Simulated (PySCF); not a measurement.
Working out the ionisation energy of Fe²⁺

Fe²⁺ [Ar] 3d6 (5D) → Fe³⁺ [Ar] 3d5 (6S). Calculation: PySCF 2.14, in cc-pVTZ-DK (7s6p4d2f1g, 68 functions); the spin-free X2C one-electron Hamiltonian (Gaussian nucleus). Frozen: [Ar]. Energies in hartree (1 hartree = 27.21139 eV):

```tsv
part	Fe²⁺ (lower)	Fe³⁺ (upper)
UHF	-1270.548709	-1269.508245
MP2 opposite-spin	-0.052546	0.000000
MP2 same-spin	-0.071302	-0.065823
```

What does Hartree-Fock give?

(-1269.508245) − (-1270.548709) = 1.040464 hartree = 28.312 eV.

What do MP2 and SCS-MP2 (6/5 opposite-spin, 1/3 same-spin) give?

The opposite-spin parts differ by 1.430 eV and the same-spin parts by 0.149 eV. MP2: 28.312 + (1.430) + (0.149) = 29.891 eV. SCS-MP2: 28.312 + 1.2 × (1.430) + (0.149)/3 = 30.078 eV.

Reference: 30.651 ± 0.012 eV (measured; NIST Atomic Spectra Database, ionization energies), between the lowest levels; spin-orbit coupling is absent from the calculation.

What remains against the reference includes basis incompleteness, the frozen core and correlation beyond second order.
